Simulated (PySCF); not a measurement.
A structure optimised at B3LYP-D3(BJ)/def2-SVP, used in a PySCF frequency run:

```xyz
15

C      3.2888     0.2898     0.6328
C      1.9720     0.1626     0.4551
O      1.4182    -0.8182    -0.3035
Si    -0.1427    -0.8467    -0.9306
N     -1.3299    -0.3928     0.2481
Si    -2.2180     1.1050     0.4200
H      3.6760     1.0842     1.2721
H      3.9910    -0.3948     0.1520
H      1.2592     0.8428     0.9418
H     -0.3101    -2.2540    -1.3619
H     -0.2625     0.1178    -2.0547
H     -1.4907    -1.0806     0.9836
H     -3.6928     0.8732     0.4155
H     -1.8429     1.9699    -0.7312
H     -1.8775     1.8052     1.6954
```

Problem. Write its SMILES and formula.

Solution. C=CO[SiH2]N[SiH3], C2H9NOSi2

Problem. What are its rotational constants (standard atomic weights)?

Solution. 4.0518, 1.1144, 0.92010 GHz
